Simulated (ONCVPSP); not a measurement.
# Scattering properties, ONCV potential for manganese (Mn)

```
Element                 : Mn
Generator               : ONCVPSP 4.0.1
Type                    : optimised norm-conserving Vanderbilt (ONCV)
Functional              : LDA (Perdew-Zunger)
Relativity              : non-relativistic
Frozen core             : [Ne] 3s2
Valence charge          : 13
Reference configuration : 3p6 3d5 4s1 (charge +1)
Partial waves           : 4s: rc 2.60 bohr, ncon 4, nbas 8, qcut 2.5 1/bohr, 2 projectors, debl 2.9 Ha; 3p: rc 0.95 bohr, ncon 3, nbas 7, qcut 8.3 1/bohr, 2 projectors, debl 3.1 Ha; 3d: rc 1.20 bohr, ncon 4, nbas 8, qcut 14.4 1/bohr, 1 projector
Local potential         : polynomial inside 0.95 bohr (lpopt 5, dvloc0 2 Ha)
Core correction         : Teter function, fcfact 3.75, rcfact 1.4
```

The phase is arctan(r·R′/R) of the radial function R(r), unwrapped; energies in Ha, scanned from -4 to 5 Ha. A pole is an energy at which the radial function vanishes at the test radius. The pseudo phase is shifted by a multiple of π to meet the all-electron one at the reference energy, and phase errors are pseudo minus all-electron; the curves can meet again beyond the range given. Levels narrower than the energy grid can be missing from the lists of poles.

| channel | radius (bohr) | reference energy (Ha) | poles, all-electron | poles, pseudo | unbroken range about the reference energy with phases within 0.05 rad | phase error 1 Ha above the reference energy (rad) |
| --- | --- | --- | --- | --- | --- | --- |
| s | 2.64 | -0.44 | -3.37, 0.47, 4.53 | -0.95, 0.47, 4.16 | -0.9 to 4.4 | -0.001 |
| p | 0.97 | -2.29 | 2.15 | 2.15 | the whole range | +0.000 |
| d | 1.22 | -0.57 | 0.99 | 1.03 | below 3.0 | +0.003 |

Note: ghosts flagged at negative energy: s at -26.0 eV; no localised positive-energy state flagged. A true bound ghost makes a file unfit for plane-wave use.

Phases in the s channel:

```json
{"E (Ha)": "-3.98", "all-electron": "1.396", "pseudo": "1.397"}
{"E (Ha)": "-3.74", "all-electron": "1.386", "pseudo": "1.389"}
{"E (Ha)": "-3.50", "all-electron": "1.370", "pseudo": "1.379"}
{"E (Ha)": "-3.26", "all-electron": "-1.762", "pseudo": "1.369"}
{"E (Ha)": "-3.02", "all-electron": "-1.781", "pseudo": "1.356"}
{"E (Ha)": "-2.78", "all-electron": "-1.797", "pseudo": "1.341"}
{"E (Ha)": "-2.54", "all-electron": "-1.816", "pseudo": "1.323"}
{"E (Ha)": "-2.30", "all-electron": "-1.839", "pseudo": "1.299"}
{"E (Ha)": "-2.06", "all-electron": "-1.869", "pseudo": "1.268"}
{"E (Ha)": "-1.82", "all-electron": "-1.911", "pseudo": "1.226"}
{"E (Ha)": "-1.58", "all-electron": "-1.971", "pseudo": "1.164"}
{"E (Ha)": "-1.34", "all-electron": "-2.070", "pseudo": "1.061"}
{"E (Ha)": "-1.10", "all-electron": "-2.257", "pseudo": "0.855"}
{"E (Ha)": "-0.86", "all-electron": "-2.695", "pseudo": "-2.655"}
{"E (Ha)": "-0.62", "all-electron": "-3.578", "pseudo": "-3.576"}
{"E (Ha)": "-0.38", "all-electron": "-4.201", "pseudo": "-4.201"}
{"E (Ha)": "-0.14", "all-electron": "-4.460", "pseudo": "-4.460"}
{"E (Ha)": "0.10", "all-electron": "-4.592", "pseudo": "-4.592"}
{"E (Ha)": "0.34", "all-electron": "-4.676", "pseudo": "-4.676"}
{"E (Ha)": "0.58", "all-electron": "-4.740", "pseudo": "-4.740"}
{"E (Ha)": "0.82", "all-electron": "-4.798", "pseudo": "-4.799"}
{"E (Ha)": "1.06", "all-electron": "-4.860", "pseudo": "-4.862"}
{"E (Ha)": "1.30", "all-electron": "-4.941", "pseudo": "-4.944"}
{"E (Ha)": "1.54", "all-electron": "-5.069", "pseudo": "-5.074"}
{"E (Ha)": "1.78", "all-electron": "-5.341", "pseudo": "-5.349"}
{"E (Ha)": "2.02", "all-electron": "-6.093", "pseudo": "-6.106"}
{"E (Ha)": "2.26", "all-electron": "-7.057", "pseudo": "-7.059"}
{"E (Ha)": "2.50", "all-electron": "-7.430", "pseudo": "-7.430"}
{"E (Ha)": "2.74", "all-electron": "-7.583", "pseudo": "-7.584"}
{"E (Ha)": "2.98", "all-electron": "-7.665", "pseudo": "-7.668"}
{"E (Ha)": "3.22", "all-electron": "-7.718", "pseudo": "-7.722"}
{"E (Ha)": "3.46", "all-electron": "-7.755", "pseudo": "-7.762"}
{"E (Ha)": "3.70", "all-electron": "-7.784", "pseudo": "-7.795"}
{"E (Ha)": "3.94", "all-electron": "-7.807", "pseudo": "-7.825"}
{"E (Ha)": "4.18", "all-electron": "-7.828", "pseudo": "-7.857"}
{"E (Ha)": "4.42", "all-electron": "-7.846", "pseudo": "-7.896"}
{"E (Ha)": "4.66", "all-electron": "-7.864", "pseudo": "-7.961"}
{"E (Ha)": "4.90", "all-electron": "-7.881", "pseudo": "-8.158"}
```
